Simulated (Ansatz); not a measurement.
Reaction (ligand exchange at a B–C bond): `C=C(F)B(S)Cl` + silanol → `[SiH3]OB(S)Cl` + `C=CF`

Computed with Ansatz on PBE0-D4/def2-TZVP structures; ΔE is electronic, products minus reactants. CBS: MP2 limit from def2 TZ/QZ plus the TZ coupled-cluster correction, frozen cores. Functionals use def2-TZVPP. B3LYP here is the variant with VWN-RPA as its local correlation; programs differ in this. Each species was taken in one conformer, which may not be the lowest.

`C=C(F)B(S)Cl`:

Z-matrix (Å, degrees):
```
C
C 1 1.328
H 1 1.082 2 120.0
H 1 1.084 2 121.5 3 179.7
F 2 1.346 1 118.4 3 -179.7
B 2 1.557 1 125.9 3 -0.5
S 6 1.792 2 119.3 1 7.0
Cl 6 1.748 2 119.1 1 -173.1
H 7 1.342 6 96.3 2 -177.8
```

`O[SiH3]`:

Cartesian coordinates in Å:
```
O -0.147 -0.655 1.092
Si -0.118 0.238 -0.293
H 0.649 -1.129 1.335
H 0.918 1.306 -0.237
H -1.462 0.848 -0.410
H 0.160 -0.607 -1.486
```

`[SiH3]OB(S)Cl`:

Z-matrix (Å, degrees):
```
Si
O 1 1.655
H 1 1.484 2 110.1
H 1 1.481 2 108.0 3 120.5
H 1 1.480 2 107.4 3 -120.3
B 2 1.340 1 138.7 3 -10.4
Cl 6 1.766 2 118.3 1 -178.8
S 6 1.813 2 121.1 1 1.2
H 8 1.341 6 95.9 2 -179.8
```

`C=CF`:

Z-matrix (Å, degrees):
```
C
C 1 1.316
H 1 1.081 2 119.2
H 1 1.082 2 121.6 3 -180.0
F 2 1.336 1 122.3 3 180.0
H 2 1.084 1 125.7 3 0.0
```

```csv
level,ΔE (kJ/mol)
B3LYP-D4,-109.6
r2SCAN,-104.7
```

What does CCSD(T)/CBS give? (Estimate.)

The calculation gave: -106.4 kJ/mol. The listed levels differ from it by -3.2, 1.7 kJ/mol.

Largest T1 diagnostic among the species: 0.013.

In def2-TZVPP, CCSD(T) changes the Hartree–Fock value by +19.6 kJ/mol (the triples alone add +3.4 kJ/mol) and MP2 by +21.1 kJ/mol. From PBE to PBE0 (25 % exact exchange), in def2-TZVPP and without D4, ΔE moves by −5.1 kJ/mol.
